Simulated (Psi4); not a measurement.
O₄W (SMILES [O]=[W-2](=[O])(=[O])=[O]), charge -2, singlet (typed; the unrestricted solution is spin-contaminated), geometry from GFN2-xTB (such geometries of metal compounds can be far from the true shape) (core potentials on W) (a gas-phase anion, which may not be bound at this level), with bond 2-1 at 3.0 times its length; HF/def2-SVP in Psi4.

Here is a job for Psi4.
```
memory 2 GB

molecule mol {
-2 1
  W     0.000000   -0.000000   -0.000000
  O     3.664538    2.251782   -3.159330
  O     0.812080   -0.925120    1.284214
  O    -1.021825   -1.092758   -0.962434
  O    -1.011768    1.267284    0.731330
}

set basis def2-svp
set reference uhf
set stability_analysis follow
set scf_type pk

energy('scf')
print_variables()
```

The log (banner, timings and long lists left out):

```
   => Loading Basis Set <=

    Name: DEF2-SVP
    Role: ORBITAL
    Keyword: BASIS

    !!!  WARNING: ECP capability is in beta. Please check occupations closely.  !!!

         ---------------------------------------------------------
                                   SCF
               by Justin Turney, Rob Parrish, Andy Simmonett
                          and Daniel G. A. Smith
                              UHF Reference
         ---------------------------------------------------------

  ==> Geometry <==

    Molecular point group: c1
    Full point group: C1

    Geometry (in Angstrom), charge = -2, multiplicity = 1:

       Center              X                  Y                   Z               Mass
    ------------   -----------------  -----------------  -----------------  -----------------
         W           -0.157608532224    -0.096847161725     0.135880002350   183.950930920000
         O            3.506929467776     2.154934838275    -3.023449997650    15.994914619570
         O            0.654471467776    -1.021967161725     1.420094002350    15.994914619570
         O           -1.179433532224    -1.189605161725    -0.826553997650    15.994914619570
         O           -1.169376532224     1.170436838275     0.867210002350    15.994914619570

  Running in c1 symmetry.

  Rotational constants: A =      0.12489  B =      0.03200  C =      0.03200 [cm^-1]
  Rotational constants: A =   3744.18955  B =    959.25457  C =    959.25454 [MHz]
  Nuclear repulsion =  162.519466772610059

  Charge       = -2
  Multiplicity = 1
  Electrons    = 48
  Nalpha       = 24
  Nbeta        = 24

  ==> Algorithm <==

  SCF Algorithm Type is PK.
  DIIS enabled.
  MOM disabled.
  Fractional occupation disabled.
  Guess Type is SAD.
  Energy threshold   = 1.00e-06
  Density threshold  = 1.00e-06
  Integral threshold = 1.00e-12

  ==> Primary Basis <==

  Basis Set: DEF2-SVP
    Blend: DEF2-SVP
    Number of shells: 36
    Number of basis functions: 88
    Number of Cartesian functions: 97
    Spherical Harmonics?: true
    Max angular momentum: 3

  Core potential: DEF2-SVP
    Number of shells: 4
    Number of ECP primitives: 10
    Number of ECP core electrons: 60
    Max angular momentum: 3

  ==> Integral Setup <==

  Using in-core PK algorithm.
   Calculation information:
      Number of atoms:                   5
      Number of AO shells:              36
      Number of primitives:             67
      Number of atomic orbitals:        97
      Number of basis functions:        88

      Integral cutoff                 1.00e-12
      Number of threads:                 1

  Performing in-core PK
  Using 15338972 doubles for integral storage.
  We computed 132819 shell quartets total.
  Whereas there are 222111 unique shell quartets.

  ==> DiskJK: Disk-Based J/K Matrices <==

    J tasked:                  Yes
    K tasked:                  Yes
    wK tasked:                  No
    Schwarz Cutoff:          1E-12

  Minimum eigenvalue in the overlap matrix is 1.1162925166E-02.
  Reciprocal condition number of the overlap matrix is 2.8080884815E-03.
    Using symmetric orthogonalization.

  ==> Pre-Iterations <==

  SCF Guess: Superposition of Atomic Densities via on-the-fly atomic UHF (no occupation information).

   -------------------------
    Irrep   Nso     Nmo
   -------------------------
     A         88      88
   -------------------------
    Total      88      88
   -------------------------

  ==> Iterations <==

                        Total Energy        Delta E     RMS |[F,P]|

   @UHF iter SAD:  -362.67334824788941   -3.62673e+02   0.00000e+00
   @UHF iter   1:  -363.88636688540282   -1.21302e+00   1.74861e-02 ADIIS/DIIS
   @UHF iter   2:  -352.60173676142790    1.12846e+01   3.58981e-02 ADIIS/DIIS
   @UHF iter   3:  -364.68416281394678   -1.20824e+01   8.83852e-03 ADIIS/DIIS
   @UHF iter   4:  -365.17744909487186   -4.93286e-01   6.72259e-03 ADIIS/DIIS
   @UHF iter   5:  -365.28123529778992   -1.03786e-01   3.57926e-03 ADIIS/DIIS
   @UHF iter   6:  -365.30389650941248   -2.26612e-02   2.51167e-03 ADIIS/DIIS
   @UHF iter   7:  -365.32855039381138   -2.46539e-02   2.78351e-04 ADIIS/DIIS
   @UHF iter   8:  -365.33111846709420   -2.56807e-03   5.49861e-04 ADIIS/DIIS
   @UHF iter   9:  -365.33227533361423   -1.15687e-03   3.87823e-04 ADIIS/DIIS
   @UHF iter  10:  -365.33274009922405   -4.64766e-04   1.79444e-04 ADIIS/DIIS
   @UHF iter  11:  -365.33287378464956   -1.33685e-04   5.96776e-05 DIIS
   @UHF iter  12:  -365.33289353214889   -1.97475e-05   2.30555e-05 DIIS
   @UHF iter  13:  -365.33289722086130   -3.68871e-06   6.85002e-06 DIIS
   @UHF iter  14:  -365.33289774250449   -5.21643e-07   2.49348e-06 DIIS
   @UHF iter  15:  -365.33289787077808   -1.28274e-07   1.21671e-06 DIIS
   @UHF iter  16:  -365.33289790119812   -3.04200e-08   9.87722e-07 DIIS
  Energy and wave function converged.

    Negative totally symmetric eigenvalue detected: -0.154266
    Wavefunction unstable!
    Lowest UHF->UHF stability eigenvalues:
       A -0.154266

    Rotating orbitals by 0.5 * pi / 2 radians along unstable eigenvector.
    Running SCF again with the rotated orbitals.
   @UHF iter  17:  -365.35033446737685   -3.65350e+02   2.83656e-03 ADIIS/DIIS
   @UHF iter  18:  -365.38309099963391   -3.27565e-02   8.59984e-04 ADIIS/DIIS
   @UHF iter  19:  -365.39284223659280   -9.75124e-03   7.64740e-04 ADIIS/DIIS
   @UHF iter  20:  -365.39714685577115   -4.30462e-03   5.38381e-04 ADIIS/DIIS
   @UHF iter  21:  -365.40775234833205   -1.06055e-02   2.49267e-04 ADIIS/DIIS
   @UHF iter  22:  -365.40978250620230   -2.03016e-03   1.12657e-04 ADIIS/DIIS
   @UHF iter  23:  -365.40983894239298   -5.64362e-05   3.86737e-05 DIIS
   @UHF iter  24:  -365.40985775830120   -1.88159e-05   1.48213e-05 DIIS
   @UHF iter  25:  -365.40986606444079   -8.30614e-06   5.84378e-06 DIIS
   @UHF iter  26:  -365.40986718892168   -1.12448e-06   2.95940e-06 DIIS
   @UHF iter  27:  -365.40986740595281   -2.17031e-07   1.32319e-06 DIIS
   @UHF iter  28:  -365.40986744572638   -3.97736e-08   1.01879e-06 DIIS
   @UHF iter  29:  -365.40986746992456   -2.41982e-08   8.48331e-07 DIIS
    Negative totally symmetric eigenvalue detected: -0.003819
    Wavefunction unstable!
    Lowest UHF->UHF stability eigenvalues:
       A -0.003819

    Rotating orbitals by 0.5 * pi / 2 radians along unstable eigenvector.
    There's still a negative eigenvalue. Try modifying FOLLOW_STEP_SCALE
    or increasing MAX_ATTEMPTS (not available for PK integrals).

  ==> Post-Iterations <==

   @Spin Contamination Metric:   1.788639933E+00
   @S^2 Expected:                0.000000000E+00
   @S^2 Observed:                1.788639933E+00
   @S   Expected:                0.000000000E+00
   @S   Observed:                0.000000000E+00

    Orbital Energies [Eh]
    ---------------------

    Alpha Occupied:

[...]
    Alpha Virtual:

[...]
      88A    576.327004

    Beta Occupied:

[...]
    Beta Virtual:

[...]
      88A    576.327007

    Final Occupation by Irrep:
              A
    DOCC [    24 ]
    SOCC [     0 ]
    NA   [    24 ]
    NB   [    24 ]

  @UHF Final Energy:  -365.40986746992456

   => Energetics <=

    Nuclear Repulsion Energy =            162.5194667726100590
    One-Electron Energy =                -867.6667648884533719
    Two-Electron Energy =                 339.7374306459187778
    Total Energy =                       -365.4098674699245635

  UHF NO Occupations:
  HONO-2 :   22  A 1.9996021
  HONO-1 :   23  A 1.9974392
  HONO-0 :   24  A 1.0328719
  LUNO+0 :   25  A 0.9671281
  LUNO+1 :   26  A 0.0025608
  LUNO+2 :   27  A 0.0003979
  LUNO+3 :   28  A 0.0000024

Computation Completed

Properties will be evaluated at   0.000000,   0.000000,   0.000000 [a0]

Properties computed using the SCF density matrix

 Multipole Moments:

 ------------------------------------------------------------------------------------
     Multipole            Electronic (a.u.)      Nuclear  (a.u.)        Total (a.u.)
 ------------------------------------------------------------------------------------

 L = 1.  Multiply by 2.5417464519 to convert [e a0] to [Debye]
 Dipole X            :        -22.8101053           23.2326851            0.4225798
 Dipole Y            :        -14.0168228           14.2760013            0.2591785
 Dipole Z            :         19.6651429          -20.0297361           -0.3645932
 Magnitude           :                                                    0.6153661

 ------------------------------------------------------------------------------------

  Variable Map:
  ----------------------------------------------------------------------------
[...]
  Array Variable Map:
  ----------------------------------------------------------------------------
[...]
[...]
```

Convergence was not reached.
